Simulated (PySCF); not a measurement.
Species: C5H12Si.
SMILES with atom numbers: `[CH2:1]=[CH:2][Si:3]([CH3:4])([CH3:5])[CH3:6]` (hydrogens: H7, H8 on C1; H9 on C2; H10, H11, H12 on C4; H13, H14, H15 on C5; H16, H17, H18 on C6)

Structure optimised with GFN2-xTB, isolated species.

(1) List the bond lengths, angles and torsions at this level.

Answers

(1) 
```json
{"bond": "C1=C2", "length (Å)": "1.324"}
{"bond": "C2–Si3", "length (Å)": "1.895"}
{"bond": "Si3–C4, Si3–C5, Si3–C6", "length (Å)": "1.909"}
{"bond": "C1–H7", "length (Å)": "1.080"}
{"bond": "C1–H8", "length (Å)": "1.078"}
{"bond": "C2–H9", "length (Å)": "1.084"}
{"bond": "C4–H10 and 8 like bonds", "length (Å)": "1.086"}
```

Bonds in one row agree within 0.01 Å and their mean is given. A selection of angles:
```json
{"angle": "C2–C1–H7", "degrees": "122.8"}
{"angle": "C2–C1–H8", "degrees": "121.6"}
{"angle": "H7–C1–H8", "degrees": "115.6"}
{"angle": "C1–C2–Si3", "degrees": "125.4"}
{"angle": "C1–C2–H9", "degrees": "117.8"}
{"angle": "Si3–C2–H9", "degrees": "116.8"}
{"angle": "C2–Si3–C4", "degrees": "108.6"}
{"angle": "C2–Si3–C5", "degrees": "110.9"}
{"angle": "C4–Si3–C5", "degrees": "109.4"}
{"angle": "Si3–C4–H10", "degrees": "111.4"}
{"angle": "H10–C4–H11", "degrees": "107.6"}
```

Torsions: C1–C2–Si3–C4 -103° (anticlinal). The mirror-image conformer, all signs reversed, is as good.

Si3 (four-coordinate silicon) is tetrahedral (angles from 108.5° to 110.9°). Of the pairs four or more bonds apart, C5···H8 is among the closest relative to their van der Waals radii: 2.99 Å, 103 % of the sum of Bondi's values.

Point group: C1 (no symmetry element, even within 0.4 Å). Stationary, but not proved a minimum.

These are computed values.
